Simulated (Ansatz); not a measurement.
Relaxation of CH$_{5}$AlFNSSi (11 atoms, charge 0, multiplicity 1), to a largest force component of 0.015 eV/Å in at most 40 steps.

Computed with Ansatz 0.2.0, RKS PBE/def2-SVP.

```xyz
11
Properties=species:S:1:pos:R:3:forces:R:3
F 0.153 -1.879 -0.834 -0.07 0.14 0.40
C 0.205 -0.786 0.051 0.03 -0.22 -0.77
S 1.652 -0.998 1.078 1.85 0.45 1.55
N -0.914 -0.681 0.897 -3.90 -0.43 -0.41
Al -1.567 1.089 0.466 0.09 0.59 1.46
Si 0.281 0.864 -0.864 0.38 1.20 -0.88
H 1.516 0.254 1.761 0.07 -1.32 -0.73
H -1.687 -1.313 0.518 1.00 -0.03 1.04
H -2.015 2.336 1.449 -0.43 -0.65 -0.18
H 1.425 1.695 -0.459 0.72 0.40 -0.35
H -0.043 0.716 -2.271 0.27 -0.12 -1.14
```

Q: Where does it end, and by what steps?

A: The forces met the threshold. After 15 steps the energy has fallen by 1.852 eV; H8 moved furthest, 1.26 Å.

```tsv
step	energy less start (eV)	largest force component (eV/Å)	accepted
0	0.0000	3.903	yes
1	-0.8895	1.811	yes
2	-1.3503	1.214	yes
3	-1.5686	1.135	yes
4	-1.6824	1.843	yes
5	-1.7764	0.691	yes
6	-1.8192	0.463	yes
7	-1.7986	0.482	no
8	-1.8381	0.093	yes
9	-1.8444	0.080	yes
10	-1.8481	0.091	yes
11	-1.8504	0.073	yes
12	-1.8511	0.067	yes
13	-1.8516	0.042	yes
14	-1.8517	0.034	yes
15	-1.8518	0.005	yes
```

```xyz
11
Properties=species:S:1:pos:R:3
F -0.274 -1.662 -0.884
C 0.123 -0.660 0.031
S 1.623 -1.431 0.829
N -0.926 -0.354 0.948
Al -1.650 1.236 0.414
Si 0.342 1.047 -0.940
H 1.864 -0.374 1.654
H -1.128 -1.100 1.626
H -2.950 1.934 1.021
H 1.569 1.788 -0.475
H 0.414 0.873 -2.431
```

The run took 59 s on 2 threads of Arm Neoverse V1, with other jobs on the host, peak memory 0.22 GiB.
